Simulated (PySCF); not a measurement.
Compound: C4H11ClSi2.
SMILES with atom numbers: `[CH3:1][Si:2]1([CH2:3][Cl:4])[CH2:5][SiH2:6][CH2:7]1` (hydrogens: H8, H9, H10 on C1; H11, H12 on C3; H13, H14 on C5; H15, H16 on Si6; H17, H18 on C7)

The same species was optimised twice, with GFN2-xTB and with PBE0-D3(BJ)/def2-SVP (PySCF), and the same property calculations (PySCF, gas phase) were run on both structures.

| coordinate | GFN2-xTB | PBE0-D3(BJ)/def2-SVP | change |
| --- | --- | --- | --- |
| C1–Si2 (Å) | 1.900 | 1.876 | -0.024 |
| Si2–C3 (Å) | 1.919 | 1.897 | -0.022 |
| Si2–C7 (Å) | 1.918 | 1.900 | -0.018 |
| Si2–C5 (Å) | 1.919 | 1.900 | -0.019 |
| C5–Si6 (Å) | 1.922 | 1.906 | -0.016 |
| Si6–C7 (Å) | 1.923 | 1.907 | -0.016 |
| C3–Cl4 (Å) | 1.782 | 1.797 | +0.015 |
| Si2–C7–Si6 (°) | 91.6 | 87.6 | -4.0 |
| Si2–C5–Si6 (°) | 91.6 | 87.7 | -3.9 |
| C5–Si2–C7 (°) | 88.3 | 92.3 | +4.0 |
| C5–Si6–C7 (°) | 88.1 | 91.9 | +3.8 |
| C1–Si2–C7 (°) | 117.9 | 116.3 | -1.6 |
| C3–Si2–C5 (°) | 112.2 | 111.0 | -1.2 |
| C3–Si2–C7 (°) | 111.7 | 110.6 | -1.1 |
| C1–Si2–C5 (°) | 117.2 | 116.2 | -1.0 |
| C1–Si2–C3–Cl4 (°) | 180 | 179 | -1 |

Rotational constants: A = 1608, B = 1251, C = 850.1 MHz (GFN2-xTB) against A = 1649, B = 1290, C = 887.9 MHz (PBE0-D3(BJ)/def2-SVP).

On the GFN2-xTB structure: isotropic polarisability (au) 109.9 [wB97X-D/def2-SVPD]; HOMO (eV) -9.43 [wB97X-D/def2-SVPD]; LUMO (eV) 1.83 [wB97X-D/def2-SVPD]; dipole (D) 2.44 [wB97X-D/def2-SVPD]; HOMO (eV) -7.62 [PBE0/pcSseg-1]; LUMO (eV) 0.43 [PBE0/pcSseg-1]; dipole (D) 2.44 [PBE0/pcSseg-1]; GIAO shielding of C1 (ppm) 186.2 [PBE0/pcSseg-1]; GIAO shielding of Si2 (ppm) 329.9 [PBE0/pcSseg-1]; GIAO shielding of C3 (ppm) 151.3 [PBE0/pcSseg-1]; GIAO shielding of Cl4 (ppm) 944.4 [PBE0/pcSseg-1]; GIAO shielding of C5/C7 (mean) (ppm) 187.2 [PBE0/pcSseg-1]; GIAO shielding of Si6 (ppm) 393.0 [PBE0/pcSseg-1].

What do these properties become on the PBE0-D3(BJ)/def2-SVP structure?

| property | level | on GFN2-xTB | on PBE0-D3(BJ)/def2-SVP | change |
| --- | --- | --- | --- | --- |
| isotropic polarisability (au) | wB97X-D/def2-SVPD | 109.9 | 110.0 | +0.1 |
| HOMO (eV) | wB97X-D/def2-SVPD | -9.43 | -9.29 | +0.14 |
| LUMO (eV) | wB97X-D/def2-SVPD | 1.83 | 1.74 | -0.09 |
| dipole (D) | wB97X-D/def2-SVPD | 2.44 | 2.58 | +0.14 |
| energy, GFN2-xTB geometry as zero (kcal/mol) | wB97X-D/def2-SVPD | 0.0 | -3.2 | -3.2 |
| HOMO (eV) | PBE0/pcSseg-1 | -7.62 | -7.50 | +0.12 |
| LUMO (eV) | PBE0/pcSseg-1 | 0.43 | 0.42 | -0.01 |
| dipole (D) | PBE0/pcSseg-1 | 2.44 | 2.59 | +0.15 |
| energy, GFN2-xTB geometry as zero (kcal/mol) | PBE0/pcSseg-1 | 0.0 | -2.8 | -2.8 |
| GIAO shielding of C1 (ppm) | PBE0/pcSseg-1 | 186.2 | 183.2 | -3.0 |
| GIAO shielding of Si2 (ppm) | PBE0/pcSseg-1 | 329.9 | 333.4 | +3.5 |
| GIAO shielding of C3 (ppm) | PBE0/pcSseg-1 | 151.3 | 147.8 | -3.5 |
| GIAO shielding of Cl4 (ppm) | PBE0/pcSseg-1 | 944.4 | 934.5 | -9.9 |
| GIAO shielding of C5/C7 (mean) (ppm) | PBE0/pcSseg-1 | 187.2 | 190.0 | +2.8 |
| GIAO shielding of Si6 (ppm) | PBE0/pcSseg-1 | 393.0 | 391.9 | -1.1 |

The heavy atoms differ by 0.062 Å rms after alignment. Among bonds between heavy atoms C1–Si2 changes most (-0.024 Å). Changes are differences of the printed values. Neither structure is proved a minimum here.

The values belong to the conformer `[CH3:1][Si:2]1([CH2:3][Cl:4])[CH2:5][SiH2:6][CH2:7]1`: C1–Si2–C3–Cl4 179°.

The pairwise dispersion term of wB97X-D wasn't added to the energies; at a given geometry it leaves orbitals and properties as they are.
